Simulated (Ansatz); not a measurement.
The cluster Ir4. Charge 0, multiplicity 5. Geometry r2SCAN-D4/def2-SVP; atoms count from 1.

```csv
atom,x (Å),y (Å),z (Å)
Ir1,0.390,1.027,0.744
Ir2,1.680,-0.944,0.120
Ir3,-1.882,0.237,0.358
Ir4,-0.188,-0.320,-1.223
```

In the def2 sets Ir takes a core potential; there is no spin–orbit coupling. The charge 0 quintet is spin-contaminated (final ⟨S²⟩ up to 6.42, 6.00 for a pure state). The geometry of the quintet was relaxed on an unsound state (⟨S²⟩ 6.35, where a pure state has 6.00). The structure comes from a short search, and lower isomers may exist.

(1) Estimate the Mulliken populations from the PBE0/def2-TZVP orbitals of Ansatz.

(2) Where does the spin sit?

(3) And the Mayer bond orders between bonded heavy atoms (over 0.3)?

Answers

(1) 
```json
{"atom": "Ir1", "charge (e)": "0.06", "spin (α − β)": "1.26", "d electrons": "7.81"}
{"atom": "Ir2", "charge (e)": "-0.07", "spin (α − β)": "1.41", "d electrons": "7.79"}
{"atom": "Ir3", "charge (e)": "-0.07", "spin (α − β)": "1.41", "d electrons": "7.79"}
{"atom": "Ir4", "charge (e)": "0.08", "spin (α − β)": "-0.09", "d electrons": "7.80"}
```
Mulliken values and Mayer orders depend strongly on the basis.

(2) Summed by element: Ir 4.00, of 4 unpaired in all. Largest on single atoms: Ir3 1.41, Ir2 1.41, Ir1 1.26.

(3) Ir1–Ir2 1.30 (2.44 Å); Ir1–Ir3 1.30 (2.44 Å); Ir1–Ir4 1.07 (2.45 Å); Ir2–Ir4 1.37 (2.38 Å); Ir3–Ir4 1.37 (2.38 Å). Values over 0.3 also appear between atoms too far apart for a bond (Ir2–Ir3 0.41 at 3.76 Å); they arise where an orbital or an unpaired electron spreads over both atoms.
